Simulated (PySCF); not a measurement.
Vibration and rotation of CaS⁺

UHF-CCSD(T) constants of CaS⁺, ²Π (doublet), unpaired electrons π ↑ (Ca def2-SVPD, S def2-SVPD; no relativity (PySCF 2.14); masses 39.9626 and 31.9721 u):

- ωe: 374.8 cm⁻¹
- ωexe: 1.36 cm⁻¹
- Be: 0.14804 cm⁻¹
- αe: 0.000726 cm⁻¹
- De to Ca⁺ + S: 2.21 eV

(1) What force constant and bond length do these constants imply?

(2) Estimate the centrifugal constant D from the Kratzer relation and find the Dunham coefficient a1.

Correlated steps freeze 10 core orbitals. Correlated levels converge slowly with the basis: in double zeta they bind strong bonds too weakly, by up to about 1 eV, and carry superposition errors of some tenths. For an ion De counts to the pair picked by the measured ionisation energies or electron affinities, which need not be the lowest pair at this level. The state is the lowest determinant that a PBE0 search found; another state may lie lower at other levels.

Results:

(1) Reduced mass μred = 17.762 u; k = 5.8918×10⁻⁷·μred·ωe² (u, cm⁻¹, mdyn/Å) = 1.47 mdyn/Å; Re = √(16.8576/(μred·Be)) (u, cm⁻¹, Å) = 2.532 Å.

(2) D = 4Be³/ωe² = 9.24e-08 cm⁻¹; a1 = −1 − αeωe/(6Be²) = -3.07.
